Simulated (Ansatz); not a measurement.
CH4SZn (`C[S][ZnH]`). Charge 0, multiplicity 1.

| atom | x (Å) | y (Å) | z (Å) |
| --- | --- | --- | --- |
| C1 | -0.9431 | -0.4948 | -0.4068 |
| S2 | -0.4500 | 1.2179 | -0.0146 |
| Zn3 | 1.5830 | 0.9658 | 0.7002 |
| H4 | -0.9470 | -1.1267 | 0.4802 |
| H5 | -0.3051 | -0.9352 | -1.1718 |
| H6 | -1.9596 | -0.4424 | -0.7963 |
| H7 | 3.0219 | 0.8154 | 1.2091 |

Question: List the harmonic frequencies (cm⁻¹, unscaled) at PBE0-D4/def2-TZVP in Ansatz. (An estimate is asked.)

Answer: Computed: 93, 141, 396, 443, 451, 720, 961, 977, 1348, 1476, 1477, 1926, 3066, 3154, 3156.

Question: Is this a minimum?

Answer: Yes, all 15 modes are real.

Question: Give the ideal-gas thermochemistry at 298.15 K and 1 bar (rigid rotor, harmonic oscillator; point group Cs, symmetry number 1).

Answer: Zero-point energy 118.3 kJ/mol; H(298) − E = 134.7 kJ/mol; entropy 313.9 J/(mol·K), of which translation 167.9, rotation 106.2, vibration 39.8; G(298) − E = 41.1 kJ/mol. Modes under 100 cm⁻¹ are hindered rotations or soft bends, so the harmonic entropy is rough.

Question: And at 400, 500, 600, 800 and 1000 K?

Answer: 
```tsv
T (K)	H − E (kJ/mol)	S (J/mol/K)	G − E (kJ/mol)
400	142.9	337.5	7.9
500	152.0	357.7	-26.8
600	161.9	375.7	-63.5
800	183.7	406.9	-141.9
1000	207.6	433.6	-226.0
```

Question: Rotational constants (cm⁻¹)?

Answer: 0.5545, 0.09765, 0.08436.
